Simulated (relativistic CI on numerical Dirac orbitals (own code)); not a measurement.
How well does a small relativistic CI reproduce Er⁺?

Computed by Dirac-Coulomb-Breit CI, orbitals from a KLI potential per configuration, model QED, valence Slater integrals scaled by 0.85, P86 correlation energy added to each configuration (own radial code, finite nucleus).

CI space (outside the closed core [Xe]): 4f12 6s, 4f11 6s2, 4f11 6s 5d, 4f12 6p, 4f12 5d, 4f11 6s 6p, 4f12 6d, 4f12 7s, 4f11 6p2, 4f13, 4f12 8s, 4f11 6s 7p, 4f12 7d, 4f12 8d. Levels of other configurations are missing.

```tsv
Configuration	Term (tabulated)	J	Measured (cm⁻¹)	Computed	Error	Purity (%)
4f12 6s	(6,1/2)	13/2	0.0	0	0	99
4f12 6s	(6,1/2)	11/2	440.4	589	149	66
4f12 6s	(4,1/2)	9/2	5132.6	5265	132	57
4f12 6s	(5,1/2)	11/2	7149.6	7197	47	67
4f12 6s	(5,1/2)	9/2	7195.4	7271	75	65
4f12 6s	(4,1/2)	9/2	11042.6	11174	131	39
4f11 6s2	4I° (computed)	13/2	13338.8	-9681	-23020	95
```

Measured levels from NIST Handbook of Basic Atomic Spectroscopic Data (Sansonetti and Martin, J. Phys. Chem. Ref. Data 34, 1559 (2005)); pairs were made by configuration, J and term (by order where the table uses no LS term), so strongly mixed levels may be paired wrongly.

Mean error by configuration (cm⁻¹): 4f12 6s 107; 4f11 6s2 -23020. Over the excited levels the mean absolute error is 3926 cm⁻¹ (6 of the 10 excited levels that our extract of the source holds in range could be paired, and the others can miss by more), and the median relative error of those above 1,000 cm⁻¹ is 1.2 %. Some levels of the ground configuration have no partner.
